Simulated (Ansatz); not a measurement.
Relaxation of a periodic cell of 40 atoms, H$_{3}$C$_{2}$ClF$_{4}$ (contents 4 CH3Cl + 4 CF4, density as packed 1.57 g/cm³ with natural masses), to a largest force component of 0.3 eV/Å in at most 15 steps.

All numbers below come from DFT LDA, scalar-relativistic, plane waves, PAW (Ansatz). Settings: cutoff 420 eV, k mesh 1x1x1, fermi-dirac smearing 0.02 eV, no spin polarisation.

```xyz
40
Lattice="8.3663 0.0000 0.0000 0.0000 8.3663 0.0000 0.0000 0.0000 8.3663" Properties=species:S:1:pos:R:3:forces:R:3
C 7.907 6.532 5.252 0.25 0.23 0.23
Cl 8.577 7.881 6.195 -0.01 -0.19 -0.12
H 6.919 6.810 4.891 -0.34 0.14 -0.11
H 8.566 6.327 4.411 0.21 -0.02 -0.29
H 7.837 5.655 5.891 0.07 -0.13 0.16
C 5.384 0.710 6.198 -0.34 -0.26 0.12
Cl 3.782 0.077 6.637 0.12 0.00 -0.10
H 5.437 0.816 5.117 -0.02 0.01 -0.25
H 5.523 1.679 6.675 0.02 0.16 0.13
H 6.146 0.013 6.542 0.25 -0.20 0.14
C 1.710 6.047 0.514 -0.03 0.22 0.33
Cl 1.673 6.068 2.291 -0.05 -0.04 -0.20
H 1.718 7.072 0.150 0.02 0.25 -0.06
H 2.609 5.529 0.187 0.27 -0.16 -0.04
H 0.827 5.528 0.149 -0.21 -0.09 -0.05
C 8.182 2.408 4.326 0.41 0.10 -0.09
Cl 9.891 2.811 4.049 -0.23 -0.04 0.09
H 7.563 3.050 3.702 -0.02 0.13 -0.13
H 8.019 1.365 4.065 0.03 -0.33 -0.04
H 7.947 2.571 5.376 0.08 -0.08 0.15
C 4.999 4.609 2.408 -0.63 0.28 0.10
F 6.214 4.369 2.889 -0.34 0.24 -0.21
F 4.755 5.915 2.453 0.29 -0.66 -0.03
F 4.930 4.189 1.149 0.05 0.46 0.79
F 4.096 3.965 3.141 0.18 1.13 -0.47
C 5.367 4.520 6.506 -0.55 0.29 0.05
F 5.846 5.441 7.337 -0.14 -0.40 -0.40
F 4.697 3.605 7.198 0.28 0.43 -0.51
F 4.553 5.097 5.628 0.51 -0.31 0.48
F 6.374 3.939 5.861 -0.43 0.17 0.27
C 0.711 2.147 0.185 0.32 -0.17 0.33
F 1.434 3.261 0.224 -0.39 -0.63 -0.05
F 0.166 1.931 1.378 0.19 0.10 -0.67
F -0.249 2.273 -0.725 0.24 0.03 0.30
F 1.494 1.122 -0.136 -0.44 0.59 0.20
C 4.917 1.127 2.266 -0.46 -0.41 -0.26
F 5.101 2.000 3.251 0.35 -1.10 -0.30
F 5.069 1.740 1.096 0.01 -0.48 0.54
F 5.809 0.147 2.371 -0.27 0.41 0.00
F 3.691 0.621 2.345 0.75 0.32 -0.03
```

Problem. Where does it end, and by what steps?

Solution. The run converged. The threshold is loose, so the end isn't yet a minimum. The force dipped under the threshold on the way, but the program's further checks kept it going. Limits of this set-up: coarse k mesh. After 11 steps the energy has fallen by 0.853 eV; Cl17 moved furthest, 1.43 Å.

| step | energy less start (eV) | largest force component (eV/Å) | accepted |
| --- | --- | --- | --- |
| 0 | 0.0000 | 1.130 | yes |
| 1 | -0.4178 | 0.373 | yes |
| 2 | -0.5187 | 0.254 | yes |
| 3 | -0.5578 | 0.375 | yes |
| 4 | -0.6038 | 0.463 | yes |
| 5 | -0.6585 | 0.436 | yes |
| 6 | -0.7194 | 0.368 | yes |
| 7 | -0.7652 | 0.464 | yes |
| 8 | -0.7968 | 0.530 | yes |
| 9 | -0.8184 | 0.507 | yes |
| 10 | -0.8359 | 0.320 | yes |
| 11 | -0.8528 | 0.217 | yes |

```xyz
40
Lattice="8.3663 0.0000 0.0000 0.0000 8.3663 0.0000 0.0000 0.0000 8.3663" Properties=species:S:1:pos:R:3
C 8.003 6.687 4.761
Cl 8.539 7.889 5.957
H 6.903 6.638 4.783
H 8.355 7.000 3.766
H 8.439 5.704 5.020
C 5.231 0.069 6.221
Cl 3.480 -0.231 6.117
H 5.630 0.187 5.205
H 5.402 0.987 6.800
H 5.718 -0.782 6.716
C 2.141 6.372 0.386
Cl 1.455 5.881 1.944
H 2.851 7.197 0.554
H 2.660 5.506 -0.055
H 1.330 6.707 -0.281
C 8.180 2.359 4.330
Cl 9.355 3.299 5.277
H 7.673 3.040 3.631
H 8.733 1.578 3.788
H 7.464 1.903 5.036
C 4.669 4.972 2.969
F 5.905 4.661 3.341
F 4.454 6.244 3.230
F 4.548 4.756 1.672
F 3.815 4.221 3.623
C 5.333 4.436 6.798
F 6.127 5.084 7.630
F 4.418 3.777 7.477
F 4.746 5.302 5.995
F 6.047 3.586 6.082
C 0.479 2.177 0.135
F 1.123 3.324 0.062
F 0.129 1.942 1.395
F -0.617 2.228 -0.608
F 1.258 1.202 -0.283
C 5.241 1.011 1.992
F 5.309 1.752 3.084
F 5.448 1.773 0.934
F 6.164 0.071 2.046
F 4.050 0.458 1.910
```

Whether the end is a true minimum wasn't checked by a vibrational analysis.

Run time: 56 s on 1 thread of Arm Neoverse V1 (shared host), peak memory 0.52 GiB.
